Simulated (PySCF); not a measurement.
CH4AlBrO, SMILES [Al]([CH3])([Br])[OH].

The structure is a stationary point at TPSSh-D3(BJ)/def2-SVP. The structure was generated by enumeration; whether it is a known compound was not checked. Other conformers were not sampled.

Level of theory: TDDFT-PBE/def2-SVPD run with PySCF 2.14.0.

Vertical excitations. The molecule is in vacuum. State labels are in the subgroup Cs.

```csv
state,symmetry,energy (eV),λ (nm),f,main pairs
S1,A',5.75,216,0.054,HOMO→LUMO 97 %
S2,A",5.90,210,0.002,"HOMO→LUMO+1 73 %, HOMO−1→LUMO 27 %"
S3,A",5.92,209,0.013,"HOMO−1→LUMO 73 %, HOMO→LUMO+1 27 %"
S4,A',6.33,196,0.023,"HOMO−1→LUMO+1 54 %, HOMO−2→LUMO 41 %"
S5,A",6.51,190,0.002,"HOMO−2→LUMO+1 78 %, HOMO−3→LUMO 22 %"
S6,A',6.58,188,0.163,"HOMO−2→LUMO 52 %, HOMO−1→LUMO+1 36 %"
S7,A",6.63,187,0.060,"HOMO−3→LUMO 76 %, HOMO−2→LUMO+1 21 %"
S8,A',6.88,180,0.014,"HOMO−4→LUMO 78 %, HOMO−3→LUMO+1 19 %"
S9,A",7.09,175,0.004,HOMO−4→LUMO+1 98 %
S10,A',7.26,171,0.075,"HOMO−3→LUMO+1 70 %, HOMO−4→LUMO 17 %"
T1,A',5.51,225,0,HOMO→LUMO 99 %
T2,A",5.73,216,0,HOMO−1→LUMO 89 %
T3,A",5.76,215,0,HOMO→LUMO+1 87 %
T4,A',5.85,212,0,HOMO−1→LUMO+1 95 %
```
Triplets are in the Tamm–Dancoff approximation, which puts them higher than full response would, so one can lie above its singlet here.
